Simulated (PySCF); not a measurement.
SMILES [CH2]CC(C)=O, doublet (PBE0/def2-SVP optimised geometry):

```
12

C     -0.639     1.558     1.321
C     -0.763     0.890     0.000
C     -0.081    -0.487     0.000
C      1.427    -0.487     0.000
O     -0.727    -1.504     0.010
H     -1.254     1.223     2.160
H      0.142     2.294     1.520
H     -1.818     0.702    -0.255
H     -0.309     1.508    -0.793
H      1.801    -1.508     0.145
H      1.796    -0.098    -0.964
H      1.818     0.177     0.786
```

Calculation: unrestricted PBE0/def2-TZVP run with PySCF.

### Question
What are the frontier orbital energies (α orbitals alone; a β orbital can be the lowest empty one) and the dipole moment?

### Answer
HOMO-2 -10.15 eV, HOMO-1 -7.78 eV, HOMO -6.20 eV, LUMO -0.36 eV, LUMO+1 1.12 eV; dipole moment 2.78 D.

Meta-Löwdin charges at PBE0/def2-TZVP: C1 -0.26, C2 -0.26, C3 0.40, C4 -0.39, O5 -0.41, H6 0.13, H7 0.12, H8 0.14, H9 0.12, H10 0.14, H11 0.14, H12 0.13.
